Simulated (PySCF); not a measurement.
**Structure elucidation problem**

Molecular formula: C$_{7}$H$_{9}$ClN$_{2}$. Simulated spectra:

¹H NMR (500 MHz, computed): δ 7.37 (d, 2H), 6.97 (d, 2H), 4.47 (br s, 1H), 2.87 (s, 3H), 2.73 (br s, 1H).

¹³C{¹H} NMR (computed): δ 151.1, 135.4 (2C), 131.9, 114.7 (2C), 42.1.

All values are calculated (PySCF 2.14): structure optimised with GFN2-xTB, PBE0/pcSseg-1 with gauge-including orbitals. Fast rotation and ring inversion assumed for equivalent nuclei, one computed conformer, no relativistic terms, gas phase.

Shifts are taken against calculated references (same method and geometry level): ¹H (σref 31.72), ¹³C (σref 186.93) vs TMS.

Q: Propose a structure and justify it.

A: 
The formula gives 4 degrees of unsaturation (1 ring in the answer). 5 carbon signals for 7 carbons: some carbons are equivalent by symmetry or fast rotation. Carbon types of the structure: 2 × C, 4 × CH, 1 × CH3, leaving 2 H on heteroatoms. δC 151.1: aromatic carbon bearing nitrogen; σ withdrawal by the attached heteroatom moves it downfield of the ring CH carbons. δC 135.4, 114.7: aromatic CH. δC 131.9: aromatic carbon bearing chlorine. δC 42.1: methyl carbon bonded to N; deshielded by the electronegative neighbour. δH 7.37, 6.97: hydrogen on an aromatic CH. δH 4.47, 2.73: hydrogen on a nitrogen bonded to O or N; exchangeable; this is the value without hydrogen bonding to other molecules. δH 2.87: hydrogen on a methyl carbon bonded to N; its carbon carries N, hence the downfield position.

The compound is `CNNc1ccc(Cl)cc1`.

This is the structure that produced the data.

The OH or NH signal is concentration- and solvent-dependent in practice; the value given is the gas-phase one. Carbons that carry Cl, above all several Cl atoms, come out too deshielded, partly because spin–orbit coupling is missing. Shifts are as computed. Against solution values, carbons near 30 ppm lie about +3 ppm off and those near 130 ppm about +5 ppm; carbons on Cl a further +6 ppm. Of 1211 compounds with measured shifts, 218 miss one by over three times the rms of a fit or turn the order of signals round; such compounds aren't used in these exercises. No couplings were computed; multiplicities are counted from neighbouring protons, with m where these are inequivalent, close in shift, in a saturated or five-membered ring or joined by F or P, and br s for small geminal =CH2 splittings.
